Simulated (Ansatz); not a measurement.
Reaction (isomerisation): `[CH3][GeH2][TeH]` → `[GeH3][CH2][TeH]`

Program: Ansatz. Geometries: PBE0-D4/def2-TZVP. ΔE: electronic, gas phase. CCSD(T)/CBS is the MP2 limit (def2-TZVPP, def2-QZVPP) plus CCSD(T) − MP2 in def2-TZVPP, frozen cores. DFT in def2-TZVPP. B3LYP here is the variant with VWN-RPA as its local correlation; programs differ in this. def2 core potentials past Kr. For Ge, Te outer-core shells are correlated without core-valence functions, which leaves a few kJ/mol of doubt a bond. Scalar relativity is left out up to krypton.

(1) Is it downhill or uphill in electronic energy at CCSD(T)/CBS, and by how much? (Best estimate.)

(2) What do these levels give: PBE-D4, B3LYP-D4, B2PLYP, PBE, MP2/def2-TZVPP, SCS-MP2/def2-TZVPP? (Estimate.)

Largest T1 diagnostic among the species: 0.011.

Answers

(1) Computed: Uphill: ΔE = +25.3 kcal/mol.

(2) Computed: PBE-D4 26.8, B3LYP-D4 26.8, B2PLYP 26.6, PBE 27.0, MP2/def2-TZVPP 25.9, SCS-MP2/def2-TZVPP 25.2 kcal/mol.

From PBE to PBE0 (25 % exact exchange), in def2-TZVPP and without D4, ΔE moves by +0.7 kcal/mol. In def2-TZVPP, CCSD(T) changes the Hartree–Fock value by −3.2 kcal/mol (the triples alone add −0.4 kcal/mol) and MP2 by −2.4 kcal/mol.
